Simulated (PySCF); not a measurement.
# Simulated absorption spectrum

C₇H₁₀GaNO.
Atom-mapped SMILES: `[CH3:1][C:2](=[O:3])[c:4]1[cH:5][cH:6][n+:7]([GaH3-:8])[cH:9][cH:10]1` (hydrogens: H11, H12, H13 on C1; H14 on C5; H15 on C6; H16, H17, H18 on Ga8; H19 on C9; H20 on C10)

Cartesian coordinates in Å at the PBE0-D3(BJ)/def2-SVP level; atoms count from 1:
```xyz
20
C7H10GaNO angstrom
C     -3.447    0.512   -0.383
C     -2.523   -0.436    0.329
O     -2.931   -1.327    1.035
C     -1.035   -0.260    0.146
C     -0.183   -1.165    0.783
C      1.188   -1.020    0.632
N      1.720   -0.039   -0.106
Ga     3.832    0.101   -0.345
C      0.918    0.834   -0.718
C     -0.467    0.759   -0.621
H     -3.259    1.551   -0.069
H     -4.483    0.241   -0.150
H     -3.291    0.465   -1.472
H     -0.610   -1.966    1.388
H      1.898   -1.697    1.113
H      3.925    1.668   -0.565
H      4.017   -0.818   -1.621
H      4.259   -0.504    1.054
H      1.413    1.618   -1.297
H     -1.078    1.498   -1.141
```

The calculation used TDDFT B3LYP/def2-SVPD, vertical, gas phase, core orbitals frozen in the response (PySCF 2.14.0, density-fitted response routines). Relativistic effects, spin–orbit coupling among them, are left out although an element past zinc is present.

Each state is given a Gaussian of 0.5 eV full width at half maximum, with ε(max) = 2.175×10⁸ f / Δν̃ (Δν̃ the width in cm⁻¹). The width is an assumption, not a result. The curve ends short of the highest state used, and states not computed would add to its high-energy end.

```
E (eV)  ε (L mol⁻¹ cm⁻¹)
  2.58                 6
  2.63                14
  2.67                26
  2.72                53
  2.77               101
  2.82               182
  2.87               310
  2.92               500
  2.97               764
  3.02              1104
  3.07              1510
  3.12              1953
  3.17              2390
  3.22              2768
  3.27              3033
  3.31              3137
  3.36              3112
  3.41              2922
  3.46              2596
  3.51              2183
  3.56              1737
  3.61              1308
  3.66               933
  3.71               630
  3.76               403
  3.81               244
  3.86               141
  3.90                90
  3.95                52
  4.00                36
  4.05                36
  4.10                50
  4.15                78
  4.20               123
  4.25               191
  4.30               287
  4.35               419
  4.40               592
  4.45               810
  4.50              1071
  4.54              1305
  4.59              1613
  4.64              1913
  4.69              2172
  4.74              2354
  4.79              2432
  4.84              2391
  4.89              2236
  4.94              1989
  4.99              1688
  5.04              1380
  5.09              1114
  5.13               964
  5.18               895
  5.23               999
  5.28              1322
```

(1) Locate the maxima and give the states behind the curve.

(2) Does any computed singlet lie in the visible range?

(3) Coming from long wavelengths, where does ε first pass 100 L mol⁻¹ cm⁻¹?

(4) On this curve, what absorbance would a 10⁻⁵ mol/L sample give at 266 nm over a 1 cm path?

Answers

(1) 373 nm (3.33 eV), ε about 3100, made up of S1 (98%); 258 nm (4.80 eV), ε about 2400, made up of S7 (82%) (ε in L mol⁻¹ cm⁻¹; maxima over ε = 5, shares over 10%). At its high-energy end, 5.28 eV, the curve is still rising (ε about 1300, from S7 and S9). The states used: S1 3.33 eV (f 0.057); S2 3.40 eV (f 0.0005); S3 3.47 eV (f 0.0006); S4 4.53 eV (f 0.0050); S5 4.71 eV (f 0.0027); S6 4.81 eV (f 0.0034); S7 4.82 eV (f 0.037); S8 5.36 eV (f 0.0000); S9 5.73 eV (f 0.193); S10 5.88 eV (f 0.0044).

(2) No computed singlet lies in the visible range (380 to 750 nm); the lowest, at 373 nm, stands 0.06 eV above its violet end (3.26 eV); a Tamm–Dancoff triplet lies at 411 nm, without intensity as long as spin–orbit coupling is left out.

(3) At about 447 nm (2.77 eV), 0.56 eV below S1.

(4) 266 nm is 4.661 eV, where ε is about 2000 L mol⁻¹ cm⁻¹, so A = ε c l ≈ 0.02 (Beer–Lambert, with the gas-phase spectrum and the assumed width).

All these states lie below the vertical ionisation energy of 9.37 eV (ΔSCF).

One conformer stands for the species.
